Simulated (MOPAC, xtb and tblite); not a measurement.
Torsional profile of SMILES O=Cc1ccccc1-c1ccco1. Scanned: dihedral C3–C8–C9–O13; all other coordinates were relaxed at GFN2-xTB. Points at φ and −φ are mirror images. Heavy atoms are numbered in the order of the SMILES O=Cc1ccccc1-c1ccco1, hydrogens after them in the order of the atoms that carry them; the mirror image has the same energies with the sign of each dihedral reversed.

Methods: PM7, restricted, heats of formation // GFN2-xTB (MOPAC); PM6, restricted, heats of formation // GFN2-xTB (MOPAC); GFN2-xTB (xtb and tblite).

Energies in kcal/mol, each method relative to its own lowest point.

```tsv
φ / °	PM7	PM6	GFN2-xTB
-160	0.5	0.7	0.0
-140	0.0	0.2	0.3
-120	0.3	0.3	1.7
-100	0.7	0.6	2.9
-80	0.8	0.6	2.7
-60	0.4	0.2	1.5
-40	0.2	0.0	0.3
-20	0.4	0.3	0.1
0	1.2	0.8	0.8
20	0.4	0.3	0.1
40	0.2	0.0	0.3
60	0.4	0.2	1.5
80	0.8	0.6	2.7
100	0.7	0.6	2.9
120	0.3	0.3	1.7
140	0.0	0.2	0.3
160	0.5	0.7	0.0
180	1.7	2.0	1.2
```
